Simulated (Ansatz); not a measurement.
Gas-phase electronic energies from Ansatz, PBE0-D4/def2-TZVP geometries. CBS: MP2 limit from def2 TZ/QZ plus the TZ coupled-cluster correction, frozen cores. DFT in def2-TZVPP. Elements past krypton have def2 core potentials. For Sn outer-core shells are correlated without core-valence functions, which leaves a few kJ/mol of doubt a bond. Each species was taken in one conformer, which may not be the lowest.

Reaction (cleavage of the B–Sn bond): `N[BH][SnH3]` + `OC[SiH2]F` → `NBOC[SiH2]F` + `[SnH4]`

`N[BH][SnH3]`:

Cartesian coordinates in Å:
```
N 0.998 -1.301 -0.584
B -0.037 -0.419 -0.840
Sn -0.673 1.059 0.731
H 1.316 -1.979 -1.259
H 1.508 -1.334 0.283
H -0.571 -0.472 -1.910
H -2.311 0.878 1.190
H -0.491 2.684 0.225
H 0.262 0.884 2.163
```

`OC[SiH2]F`:

Z-matrix (Å, degrees):
```
C
Si 1 1.876
O 1 1.422 2 111.4
H 1 1.095 2 109.6 3 -117.9
H 1 1.100 2 111.0 3 125.2
F 2 1.608 1 106.2 3 -54.9
H 2 1.486 1 112.2 3 -172.8
H 2 1.482 1 111.8 3 61.8
H 3 0.961 1 108.4 2 58.0
```

`NBOC[SiH2]F`:

Cartesian coordinates in Å:
```
N 0.764 -1.582 -1.633
B 0.382 -0.242 -1.758
O -0.039 0.519 -0.699
C -0.108 -0.026 0.609
Si -0.708 1.372 1.710
F -0.805 0.822 3.214
H 0.764 -2.099 -0.771
H 1.069 -2.116 -2.426
H 0.412 0.297 -2.826
H -0.802 -0.877 0.651
H 0.873 -0.388 0.944
H 0.255 2.499 1.691
H -2.057 1.822 1.295
```

`[SnH4]`:

```xyz
5

Sn    0.000    0.000    0.000
H     1.242    1.137    0.260
H    -1.464    0.604    0.628
H     0.394   -1.461    0.783
H    -0.172   -0.280   -1.672
```

Problem. Is it downhill or uphill in electronic energy at CCSD(T)/CBS, and by how much? (Best estimate.)

Solution. The calculation gave: Downhill: ΔE = -27.9 kcal/mol.

Problem. What do these levels give: r2SCAN-D4, ωB97M-V, B2PLYP, PBE0, HF/CBS(def2), MP2/CBS(def2)? (Best estimate.)

Solution. Computed: r2SCAN-D4 -29.6, ωB97M-V -29.8, B2PLYP -30.0, PBE0 -27.6, HF/CBS(def2) -34.3, MP2/CBS(def2) -27.8 kcal/mol.

Largest T1 diagnostic among the species: 0.014.

From PBE to PBE0 (25 % exact exchange), in def2-TZVPP and without D4, ΔE moves by −1.3 kcal/mol. In def2-TZVPP, CCSD(T) changes the Hartree–Fock value by +4.8 kcal/mol (the triples alone add +0.5 kcal/mol) and MP2 by +4.9 kcal/mol.
